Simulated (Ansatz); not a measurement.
Reaction (atomization): `C=N[SiH](F)CCl` → 2 C• + Cl• + F• + 5 H• + N• + Si•

Gas-phase electronic energies from Ansatz, PBE0-D4/def2-TZVP geometries. CCSD(T)/CBS is the MP2 limit (def2-TZVPP, def2-QZVPP) plus CCSD(T) − MP2 in def2-TZVPP, frozen cores. This one scheme is used for every species, atoms too. DFT in def2-TZVPP. No spin–orbit coupling; open shells (•) take unrestricted orbitals. Spin–orbit coupling would lower the free atoms: a little for C, Cl, F, Si. One conformer a species, not always the lowest.

Q: What is ΔE at CCSD(T)/CBS? (An estimate is asked.)

A: The calculation gave: +1000.5 kcal/mol.

Q: What do these levels give: r2SCAN-D4, PBE0-D4, ωB97X-V, B2PLYP, PBE0, HF/def2-TZVPP, MP2/def2-TZVPP, MP2/def2-QZVPP, SCS-MP2/def2-QZVPP, HF/CBS(def2), MP2/CBS(def2), CCSD/CBS(def2)? (Best estimate.)

A: Computed: r2SCAN-D4 1000.3, PBE0-D4 1000.7, ωB97X-V 1004.0, B2PLYP 989.2, PBE0 995.5, HF/def2-TZVPP 716.2, MP2/def2-TZVPP 993.1, MP2/def2-QZVPP 1011.2, SCS-MP2/def2-QZVPP 1006.8, HF/CBS(def2) 718.8, MP2/CBS(def2) 1023.3, CCSD/CBS(def2) 983.3 kcal/mol.

Largest T1 diagnostic among the species: 0.012.

The D4 term adds +9.9 kcal/mol with B3LYP and +5.2 kcal/mol with PBE0; it sums over pairs of atoms, weighted by their polarisabilities, and B3LYP, whose exchange is more repulsive, gets the larger term. In def2-TZVPP, CCSD(T) changes the Hartree–Fock value by +254.1 kcal/mol (the triples alone add +17.2 kcal/mol) and MP2 by +276.9 kcal/mol; breaking electron pairs costs correlation energy, which Hartree–Fock lacks. From PBE to PBE0 (25 % exact exchange), in def2-TZVPP and without D4, ΔE moves by −21.2 kcal/mol: exact exchange takes away binding that semilocal exchange gives to molecules.

B3LYP here is the variant with VWN-RPA as its local correlation; programs differ in this.

For atomizations the MP2-based limit and the directly extrapolated one differ by several kJ/mol either way, and by 10 to 25 for some Ge, Se and Sn compounds, so smaller differences from it don't rank the levels.
